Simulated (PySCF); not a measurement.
Gas-phase reaction: TiO2 + 2 O + 4 H = Ti(OH)4

Energies from PySCF, thermal terms from the rigid-rotor harmonic-oscillator model, ideal gas at 1 bar. † marks an energy on the PBE0/def2-TZVP geometry and frequencies; other levels use their own. MP2 freezes the core. Open shells (unrestricted): O (multiplicity 3, electronic degeneracy 9), H (multiplicity 2); the rest are closed-shell singlets. Spin-orbit splitting is ignored; it lowers the true energy and changes the entropy of O. Ti(OH)4: computed as isolated molecules; such fragments, hydroxides, amides, oligomers or adducts are transient or little studied in the gas. MP2 isn't extrapolated to the basis-set limit; its ΔH°(298 K) is -2136.1 kJ in def2-SVP and -2242.5 kJ in def2-TZVPP. The harmonic model lacks anharmonicity and excited electronic states, which grow with temperature; levels with a mode under 35 cm⁻¹ are left out.

ΔH° and ΔS° at 298 K: MP2/def2-SVP† -2136 kJ, -674 J/K; MP2/def2-TZVPP† -2242 kJ, -674 J/K; PBE/def2-SVP -2322 kJ, -675 J/K; PBE0/def2-QZVP† -2312 kJ, -674 J/K; r2SCAN/def2-TZVP† -2324 kJ, -674 J/K.

Problem. With the heat capacities included, give log10 K (1 bar) at 800, 1200, 1400, 1600, 1800 K from MP2/def2-SVP†, MP2/def2-TZVPP†, PBE/def2-SVP, PBE0/def2-QZVP†, r2SCAN/def2-TZVP†.

Solution. 
```csv
T (K),MP2/def2-SVP†,MP2/def2-TZVPP†,PBE/def2-SVP,PBE0/def2-QZVP†,r2SCAN/def2-TZVP†
800,103.9,110.8,115.9,115.4,116.2
1200,57.2,61.8,65.1,64.8,65.4
1400,43.8,47.8,50.6,50.4,50.8
1600,33.8,37.3,39.8,39.5,40.0
1800,26.0,29.1,31.3,31.1,31.5
```
